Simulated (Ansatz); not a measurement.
Cost and result for the atomization energy of C2H5FO2Si (`C[C@]1(F)O[Si@H]1O`) (11 atoms, 11 bonds).

| atom | x (Å) | y (Å) | z (Å) |
| --- | --- | --- | --- |
| C1 | -1.6751 | -0.0567 | -0.4342 |
| C2 | -0.3663 | 0.0448 | 0.2687 |
| F3 | -0.5599 | -0.0657 | 1.6303 |
| O4 | 0.3755 | 1.2557 | -0.0186 |
| Si5 | 1.3557 | -0.0550 | -0.2938 |
| O6 | 2.6050 | -0.3544 | 0.6971 |
| H7 | -2.3247 | 0.7626 | -0.1113 |
| H8 | -1.5354 | 0.0109 | -1.5132 |
| H9 | -2.1569 | -1.0064 | -0.1984 |
| H10 | 1.8305 | -0.2815 | -1.6669 |
| H11 | 2.4516 | -0.2543 | 1.6402 |

Charge 0, multiplicity 1. The geometry is a stationary point of PBE0-D4/def2-TZVP. It is one conformer, not always the lowest. Program: Ansatz. All runs use 4 threads of a server CPU on a shared host. Times are those of one run each, without the atoms' runs, and a repeat can differ threefold. Electronic energies, without spin–orbit coupling; frozen cores. CCSD(T)/CBS adds CCSD(T) − MP2 in def2-TZVPP to the MP2 limit, and its time is that of the two runs behind it. T1 = 0.013. B3LYP takes the VWN-RPA correlation (the form of Gaussian; ORCA's B3LYP/G). HSE06 is the plane-wave form, built on full-range PBE exchange.

CCSD(T)/CBS is a level of theory with its own doubt, some kJ/mol a heavy atom from the limit and from the frozen cores, so smaller differences don't rank the functionals.

```json
{"level": "revPBE-D4/def2-TZVPP", "functions": "267", "wall time": "4 s"}
{"level": "PBE-D4/def2-TZVPP (with forces)", "functions": "267", "wall time": "5 s"}
{"level": "PBE0-D4/def2-TZVPP", "functions": "267", "wall time": "6 s"}
{"level": "HSE06-D4/def2-TZVPP", "functions": "267", "wall time": "6.5 s"}
{"level": "CAM-B3LYP-D4/def2-TZVPP", "functions": "267", "wall time": "7 s"}
{"level": "B3LYP-D4/def2-TZVPP (with forces)", "functions": "267", "wall time": "9.5 s"}
{"level": "B2PLYP/def2-TZVPP", "functions": "267", "wall time": "12 s"}
{"level": "ωB97X-V/def2-TZVPP", "functions": "267", "wall time": "15 s"}
{"level": "CCSD(T)/def2-SVP", "functions": "113", "wall time": "15 s"}
{"level": "B97M-V/def2-TZVPP", "functions": "267", "wall time": "17 s"}
{"level": "MP2/def2-QZVPP", "functions": "505", "wall time": "49 s"}
{"level": "CCSD(T)/def2-TZVPP", "functions": "267", "wall time": "8.2 min"}
{"level": "CCSD(T)/CBS(def2)", "functions": "–", "wall time": "9 min"}
```

Task: What atomization energy does each give, and how far from CCSD(T)/CBS? (An estimate is asked.)

Result: The calculation gave: 
```
                            level  atomization (kJ/mol)  difference from CCSD(T)/CBS  per bond
             revPBE-D4/def2-TZVPP                4350.3                        -25.8      -2.3
  PBE-D4/def2-TZVPP (with forces)                4485.0                        108.9       9.9
               PBE0-D4/def2-TZVPP                4363.3                        -12.8      -1.2
              HSE06-D4/def2-TZVPP                4367.4                         -8.7      -0.8
          CAM-B3LYP-D4/def2-TZVPP                4385.2                          9.1       0.8
B3LYP-D4/def2-TZVPP (with forces)                4346.7                        -29.4      -2.7
                B2PLYP/def2-TZVPP                4316.3                        -59.8      -5.4
               ωB97X-V/def2-TZVPP                4383.5                          7.4       0.7
                 CCSD(T)/def2-SVP                4070.4                       -305.7     -27.8
                B97M-V/def2-TZVPP                4374.2                         -1.9      -0.2
                   MP2/def2-QZVPP                4452.3                         76.2       6.9
               CCSD(T)/def2-TZVPP                4244.9                       -131.2     -11.9
                CCSD(T)/CBS(def2)                4376.1                          0.0       0.0
```

From r2SCAN to r2SCAN0 (25 % exact exchange), in def2-TZVPP and without D4, the atomization energy moves by −106.2 kJ/mol: exact exchange takes away binding that semilocal exchange gives to molecules. The D4 term adds +35.4 kJ/mol with B3LYP and +18.5 kJ/mol with PBE0; it sums over pairs of atoms, weighted by their polarisabilities, and B3LYP, whose exchange is more repulsive, gets the larger term. At CCSD(T), def2-SVP lies −305.7 kJ/mol from the extrapolated value and def2-TZVPP −131.2 kJ/mol: correlation converges slowly with the basis, and small sets miss more of it in the bonded molecule than in its fragments.
